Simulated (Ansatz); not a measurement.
Ideal-gas functions of CH3ClInO, SMILES `C[O][In][Cl]` radical at 400 K and 1 bar, from an Ansatz frequency run at PBE0-D4/def2-TZVP.

Molar mass 181.31 g/mol, point group Cs (symmetry number 1), electronic degeneracy 2, moments of inertia 53.64, 332.037, 382.488 u Å². Harmonic wavenumbers (cm⁻¹, unscaled): 55, 74, 101, 206, 333, 457, 1103, 1166, 1172, 1462, 1478, 1494, 2993, 3053, 3066.

Use S(trans) = R[1.5 ln M + 2.5 ln T − 1.1517]; rotational temperatures θ = 24.2544 K / I; S(rot) = R[ln(√π/σ · √(T³/θAθBθC)) + 1.5]; for each mode x = 1.438777 ν̃/T, S = R[x/(eˣ − 1) − ln(1 − e⁻ˣ)] and H = RT x/(eˣ − 1); 1 cm⁻¹ = 0.0119627 kJ/mol; R = 8.31446 J/(mol·K).

Question: By hand: the entropy, in J/(mol·K).

Answer: Translation 179.8. Rotation: θ = 0.4522, 0.073, 0.0634 K, giving 117.6. Vibration, mode by mode: 21.80, 19.34, 16.78, 10.99, 7.29, 5.06, 0.80, 0.66, 0.65, 0.27, 0.26, 0.25, 0.00, 0.00, 0.00, in all 84.2. Electronic 5.8. Sum 387.4 J/(mol·K).

Question: By hand: H − E and G − E in kJ/mol, counted from the electronic energy.

Answer: Zero-point energy ½ × 18213 × 0.0119627 = 108.9; thermal vibration 14.9; translation, rotation and pV give 4 RT = 13.3. H − E = 137.1 kJ/mol, and G − E = 137.1 − 400 × 387.4/1000 = -17.9 kJ/mol.

Vibration gives 22 % of the entropy, 57.9 J/(mol·K) of it from the modes under 150 cm⁻¹: soft modes count most, and the harmonic formula is weakest for them. The sum counts one conformer and one mirror image; others add a mixing term.
